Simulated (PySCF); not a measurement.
PySCF job for Se(Me)(SeH) (CH4Se2), SMILES C[Se][SeH], TDA-B3LYP/def2-SVPD. Geometry optimised at B3LYP-D3(BJ)/def2-SVP. One conformer was computed; it need not be the lowest.

```python
import numpy as np
from pyscf import gto, scf, dft, tdscf

mol = gto.M(
    atom='''
    Se    0.35130728    0.74599325    0.63987652
    C     2.11449287    0.47744120   -0.19396355
    H     2.78511567    1.21899938    0.26640560
    H     2.05181808    0.65372948   -1.27499552
    H     2.48368323   -0.53518835    0.01225440
    Se   -0.92036877   -0.81126379   -0.58472856
    H    -0.65948359   -1.98298926    0.28508606
    ''',
    basis='def2-SVPD',
    charge=0,
    spin=0,
    max_memory=1600,
    verbose=4,
)
mf = dft.RKS(mol, xc='b3lyp').density_fit(auxbasis='def2-universal-jkfit')
mf.grids.level = 3
mf.conv_tol = 1e-9
mf.max_cycle = 100
mf.kernel()
mf.grids = dft.Grids(mol).set(level=1).build(with_non0tab=True)  # coarser grid for the response kernel
td = tdscf.TDA(mf)
td.singlet = True
td.nstates = 10
td.conv_tol = 1e-4
td.positive_eig_threshold = 1e-6
td.kernel(x0=td.get_init_guess(mf, 15))
td.analyze()
tt = tdscf.TDA(mf)
tt.singlet = False
tt.nstates = 4
tt.conv_tol = 1e-4
tt.positive_eig_threshold = 1e-6
tt.kernel(x0=tt.get_init_guess(mf, 9))
tt.analyze(verbose=3)
```

Log of the run:

```
PySCF version 2.14.0

[INPUT] verbose = 4
[INPUT] num. atoms = 7
[INPUT] num. electrons = 78
[INPUT] charge = 0
[INPUT] spin (= nelec alpha-beta = 2S) = 0
[INPUT] symmetry False subgroup None
[INPUT] Mole.unit = angstrom
[INPUT] Symbol           X                Y                Z      unit          X                Y                Z       unit  Magmom
[INPUT]  1 Se     0.351307280000   0.745993250000   0.639876520000 AA    0.663874544766   1.409722933274   1.209191376340 Bohr   0.0
[INPUT]  2 C      2.114492870000   0.477441200000  -0.193963550000 AA    3.995812416646   0.902233108584  -0.366537987648 Bohr   0.0
[INPUT]  3 H      2.785115670000   1.218999380000   0.266405600000 AA    5.263105841535   2.303574974215   0.503433622050 Bohr   0.0
[INPUT]  4 H      2.051818080000   0.653729480000  -1.274995520000 AA    3.877374228631   1.235369676754  -2.409392342847 Bohr   0.0
[INPUT]  5 H      2.483683230000  -0.535188350000   0.012254400000 AA    4.693481084875  -1.011359406558   0.023157459821 Bohr   0.0
[INPUT]  6 Se    -0.920368770000  -0.811263790000  -0.584728560000 AA   -1.739244908903  -1.533066377877  -1.104976835611 Bohr   0.0
[INPUT]  7 H     -0.659483590000  -1.982989260000   0.285086060000 AA   -1.246243368745  -3.747306609354   0.538734575331 Bohr   0.0

nuclear repulsion = 412.159732675867
number of shells = 54
number of NR pGTOs = 236
number of NR cGTOs = 134
basis = def2-SVPD
ecp = {}


******** <class 'pyscf.df.df_jk.DFRKS'> ********
method = DFRKS
initial guess = minao
damping factor = 0
level_shift factor = 0
DIIS = <class 'pyscf.scf.diis.CDIIS'>
diis_start_cycle = 1
diis_space = 8
diis_damp = 0
SCF conv_tol = 1e-09
SCF conv_tol_grad = None
SCF max_cycles = 100
direct_scf = False
XC library pyscf.dft.libxc version 7.1.2
    S. Lehtola, C. Steigemann, M. J. T. Oliveira, and M. A. L. Marques,  SoftwareX 7, 1–5 (2018)
XC functionals = b3lyp
    P. J. Stephens, F. J. Devlin, C. F. Chabalowski, and M. J. Frisch,  J. Phys. Chem. 98, 11623 (1994)
radial grids:
    Treutler-Ahlrichs [JCP 102, 346 (1995); DOI:10.1063/1.469408] (M4) radial grids

becke partition: Becke, JCP 88, 2547 (1988); DOI:10.1063/1.454033
pruning grids: <function nwchem_prune>
grids dens level: 3
symmetrized grids: False
atomic radii adjust function: <function treutler_atomic_radii_adjust>
small_rho_cutoff = 0
Set gradient conv threshold to 3.16228e-05
Initial guess from minao.
tot grids = 94200
******** <class 'pyscf.df.df.DF'> ********
auxbasis = def2-universal-jkfit
init E= -4841.34742548777
  HOMO = -0.258635256694265  LUMO = -0.113371511924036  gap/eV = 3.95283
cycle= 1 E= -4843.07793248656  delta_E= -1.73  |g|= 0.283  |ddm|= 3.04
  HOMO = -0.227772590810146  LUMO = -0.0627405343106404  gap/eV = 4.49075
cycle= 2 E= -4843.07675433106  delta_E= 0.00118  |g|= 0.269  |ddm|= 0.533
  HOMO = -0.235236661351486  LUMO = -0.0669435884679608  gap/eV = 4.57949
cycle= 3 E= -4843.09115902438  delta_E= -0.0144  |g|= 0.0643  |ddm|= 0.303
  HOMO = -0.238135447472908  LUMO = -0.0698030404912977  gap/eV = 4.58056
cycle= 4 E= -4843.0923669722  delta_E= -0.00121  |g|= 0.0089  |ddm|= 0.0813
  HOMO = -0.238419674758637  LUMO = -0.0695732200184578  gap/eV = 4.59455
cycle= 5 E= -4843.09238904702  delta_E= -2.21e-05  |g|= 0.00396  |ddm|= 0.0165
  HOMO = -0.238425812940462  LUMO = -0.0696588888043488  gap/eV = 4.59238
cycle= 6 E= -4843.09239399377  delta_E= -4.95e-06  |g|= 0.00081  |ddm|= 0.00616
  HOMO = -0.238417198526529  LUMO = -0.0695934661188784  gap/eV = 4.59393
cycle= 7 E= -4843.09239413875  delta_E= -1.45e-07  |g|= 0.000259  |ddm|= 0.00149
  HOMO = -0.238385320503455  LUMO = -0.0695917497370404  gap/eV = 4.59311
cycle= 8 E= -4843.09239415765  delta_E= -1.89e-08  |g|= 9.56e-05  |ddm|= 0.00048
  HOMO = -0.238400255538322  LUMO = -0.069601039258044  gap/eV = 4.59326
cycle= 9 E= -4843.09239416049  delta_E= -2.84e-09  |g|= 1.04e-05  |ddm|= 0.000154
  HOMO = -0.238399137556112  LUMO = -0.0695997300973392  gap/eV = 4.59327
cycle= 10 E= -4843.09239416054  delta_E= -4.18e-11  |g|= 3.17e-06  |ddm|= 2.12e-05
  HOMO = -0.23839939726228  LUMO = -0.0696001367701049  gap/eV = 4.59326
Extra cycle  E= -4843.09239416052  delta_E= 1.36e-11  |g|= 3.54e-06  |ddm|= 1.06e-05
converged SCF energy = -4843.09239416052
tot grids = 29736
Overwritten attributes  positive_eig_threshold  of <class 'pyscf.tdscf.rks.TDA'>


******** <class 'pyscf.tdscf.rks.TDA'> for <class 'pyscf.df.df_jk.DFRKS'> ********
nstates = 10 singlet
deg_eia_thresh = 1.000e-03
wfnsym = None
conv_tol = 0.0001
eigh lindep = 1e-12
eigh level_shift = 0
eigh max_cycle = 100


Excitation energies (eV)
[3.52592871 3.85717355 5.19286287 5.32521823 5.3878609  5.90510789
 6.1903258  6.56856318 6.70682525 6.75683347]

** Singlet excitation energies and oscillator strengths **
Excited State   1:      3.52593 eV    351.64 nm  f=0.0040
      39 -> 40        0.70289
Excited State   2:      3.85717 eV    321.44 nm  f=0.0050
      38 -> 40        0.70176
Excited State   3:      5.19286 eV    238.76 nm  f=0.0068
      38 -> 41       -0.12059
      39 -> 41       -0.64814
      39 -> 42        0.23678
Excited State   4:      5.32522 eV    232.82 nm  f=0.0123
      38 -> 41       -0.59187
      39 -> 42       -0.36562
Excited State   5:      5.38786 eV    230.12 nm  f=0.0044
      38 -> 41       -0.35112
      39 -> 41        0.26250
      39 -> 42        0.54539
Excited State   6:      5.90511 eV    209.96 nm  f=0.0112
      37 -> 40       -0.24045
      38 -> 42        0.65274
Excited State   7:      6.19033 eV    200.29 nm  f=0.0281
      37 -> 40        0.12445
      39 -> 43        0.68404
Excited State   8:      6.56856 eV    188.75 nm  f=0.2117
      35 -> 40       -0.11270
      36 -> 40        0.32832
      37 -> 40       -0.48746
      38 -> 42       -0.18128
      39 -> 43        0.13883
      39 -> 45        0.16428
      39 -> 46       -0.10562
Excited State   9:      6.70683 eV    184.86 nm  f=0.0258
      38 -> 43       -0.66213
      38 -> 44       -0.10160
      39 -> 44       -0.15003
      39 -> 45       -0.10989
Excited State  10:      6.75683 eV    183.49 nm  f=0.0348
      38 -> 43       -0.17709
      39 -> 44        0.54150
      39 -> 45        0.36302
      39 -> 46        0.14859

** Transition electric dipole moments (AU) **
state          X           Y           Z        Dip. S.      Osc.
  1         0.1046     -0.0126      0.1891      0.0469      0.0040
  2        -0.0486      0.1601      0.1564      0.0525      0.0050
  3        -0.1988     -0.0068     -0.1189      0.0537      0.0068
  4        -0.2030      0.0740      0.2179      0.0942      0.0123
  5        -0.0731      0.1152      0.1225      0.0336      0.0044
  6         0.2330     -0.0417     -0.1469      0.0776      0.0112
  7         0.2087     -0.2026      0.3172      0.1852      0.0281
  8        -0.6212     -0.8429     -0.4682      1.3155      0.2117
  9        -0.3002      0.0735      0.2475      0.1568      0.0258
 10        -0.0772     -0.3428     -0.2945      0.2101      0.0348

** Transition velocity dipole moments (imaginary part, AU) **
state          X           Y           Z        Dip. S.      Osc.
  1         0.0080     -0.0451      0.0411      0.0038      0.0195
  2        -0.0497      0.0213      0.0295      0.0038      0.0179
  3        -0.0370      0.0192     -0.0155      0.0020      0.0069
  4        -0.0538     -0.0106      0.0730      0.0083      0.0284
  5        -0.0395      0.0555     -0.0175      0.0049      0.0166
  6         0.0462     -0.0018     -0.0171      0.0024      0.0075
  7         0.0263     -0.0383      0.0441      0.0041      0.0120
  8        -0.0659     -0.1020     -0.0453      0.0168      0.0464
  9        -0.0542     -0.0045      0.0287      0.0038      0.0102
 10        -0.0140     -0.0771     -0.0749      0.0118      0.0315

** Transition magnetic dipole moments (imaginary part, AU) **
state          X           Y           Z
  1         0.1368     -0.1366     -0.2075
  2        -0.1177      0.2034     -0.2016
  3         0.8183     -0.2154     -0.2390
  4         0.2940      0.1131      0.6771
  5        -0.2892     -0.4751      0.0741
  6         0.1774     -0.2946      0.2793
  7        -0.1275     -0.2657     -0.0467
  8        -0.0538      0.5518     -0.7178
  9         0.0318     -0.5373      0.3945
 10        -0.0592     -0.3776      0.1574


******** <class 'pyscf.tdscf.rks.TDA'> for <class 'pyscf.df.df_jk.DFRKS'> ********
nstates = 4 triplet
deg_eia_thresh = 1.000e-03
wfnsym = None
conv_tol = 0.0001
eigh lindep = 1e-12
eigh level_shift = 0
eigh max_cycle = 100


Excitation energies (eV)
[2.91700534 3.26377952 4.7892368  4.87420497]

** Triplet excitation energies and oscillator strengths **
Excited State   1:      2.91701 eV    425.04 nm  f=0.0000
Excited State   2:      3.26378 eV    379.88 nm  f=0.0000
Excited State   3:      4.78924 eV    258.88 nm  f=0.0000
Excited State   4:      4.87420 eV    254.37 nm  f=0.0000
```

The calculation finished and met its thresholds.
